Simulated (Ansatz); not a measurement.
`[F][In]([Cl])[GeH3]` + `OBF` → `FB[O][GeH3]` + `[F][InH][Cl]` at 500 K and 1 bar (cleavage of the Ge–In bond).

Computed with Ansatz on PBE0-D4/def2-TZVP structures; ΔE is electronic, products minus reactants. CCSD(T)/CBS is the MP2 limit (def2-TZVPP, def2-QZVPP) plus CCSD(T) − MP2 in def2-TZVPP, frozen cores. This one scheme is used for every species. Elements past krypton have def2 core potentials. For Ge, In outer-core shells are correlated without core-valence functions, which leaves a few kJ/mol of doubt a bond. Scalar relativity is left out up to krypton. One conformer a species, not always the lowest.

```csv
species,CCSD(T)/CBS energy (Eh),H − E (kJ/mol),S (J/(mol·K))
`[F][In]([Cl])[GeH3]`,-2827.39267,113.9,457.1
`OBF`,-201.07426,102.6,282.2
`FB[O][GeH3]`,-2278.39547,153.5,381.4
`[F][InH][Cl]`,-750.05448,51.4,343.5
```

H − E and S are ideal-gas, rigid-rotor, harmonic terms from PBE0-D4/def2-TZVP, for one conformer and one mirror image of each species. 1 Eh = 2625.50 kJ/mol, R = 8.31446 J/(mol·K).

Problem. By hand: ΔE, ΔH, ΔS and ΔG.

Solution. ΔE = (-2278.39547) + (-750.05448) − (-2827.39267) − (-201.07426) = 0.01698 Eh = 44.6 kJ/mol. Δ(H − E) = 153.5 + 51.4 − 113.9 − 102.6 = -11.6, so ΔH = 33.0 kJ/mol. ΔS = 381.4 + 343.5 − 457.1 − 282.2 = -14.4 J/(mol·K). ΔG = 33.0 − 500 × (-14.4)/1000 = 40.2 kJ/mol.

Problem. By hand: the equilibrium constant, and the temperature at which ΔG would vanish if ΔH and ΔS stayed fixed.

Solution. log₁₀ K = −ΔG/(RT ln 10) = -4.2. ΔH and −TΔS have one sign here, so there is no such temperature.

The number of gas molecules stays the same, so ΔS is small and ΔH decides. A doubt of 5 kJ/mol in ΔE shifts log₁₀ K by 0.5 here. Other conformers and mirror images would add mixing entropy, several J/(mol·K) or more a flexible species. Modes under 60 cm⁻¹, often nearly free rotors, make the harmonic entropy too high. These are equilibria of isolated gas molecules and say nothing of rates. Largest T1 diagnostic: 0.015 (customary marks: 0.02 for closed shells, 0.045 for open ones).
